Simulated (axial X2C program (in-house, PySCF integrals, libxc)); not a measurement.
## Worked dissociation energy of CoSe: PBEsol, without spin–orbit coupling

Computed with an axial X2C code built on PySCF integrals. Spin-free means the one-electron spin-free X2C Hamiltonian. Basis: Se dyall-cv3z [8s9p6d4f1g], Co dyall-cv3z [9s10p6d3f2g] (cores contracted in-house); Gaussian nuclei, density fitting, unrestricted open shells. Masses: Se 79.917 u, Co 58.933 u.

Molecular state: M_S = 3/2, Λ = 2 (beyond evenly filled blocks: π+α, π-α, δ+α, δ+β, δ-α).

* E(Se) (2M_S = 2, M_L = 0): -2427.873580 hartree
* E(Co) (2M_S = 3, M_L = 2): -1391.781098 hartree
* E(CoSe) at Re: -3819.814577 hartree
* ωe: 399.5 cm⁻¹
* ωexe: 1.1 cm⁻¹

**Question.** Work out De and D0.

**Answer.** De = -2427.873580 + (-1391.781098) − (-3819.814577) = 0.15990 hartree = 4.351 eV. The zero-point energy is ωe/2 − ωexe/4 = 199 cm⁻¹ = 0.025 eV, so D0 = 4.326 eV.

The state is one determinant whose occupation by symmetry is held fixed; it was picked as the lowest of a PBE0 search that is not exhaustive. De is counted from the lowest determinant-based energies of the atoms at the same level, without counterpoise correction. Other states lie close and PBE0, whose exact exchange favours high spin, may order them wrongly; the determinant shown need not be the ground state. The nearest other spin-free determinant of the search, M_S = 3/2, Λ = 3, lies 0.39 eV up at the distance of the search. The functionals have no current-density term, which raises determinants with orbital currents, atoms included. Spin-free De lacks the spin–orbit lowering of the heavy p-block atom, a tenth of an eV or more for 4p and 5p, up to an eV for 6p and one to two eV for 7p atoms, less what an open-shell molecule gains itself.

Each atomic determinant is the lowest at this level and need not be a pure term. Totals compare only within one Hamiltonian and basis.
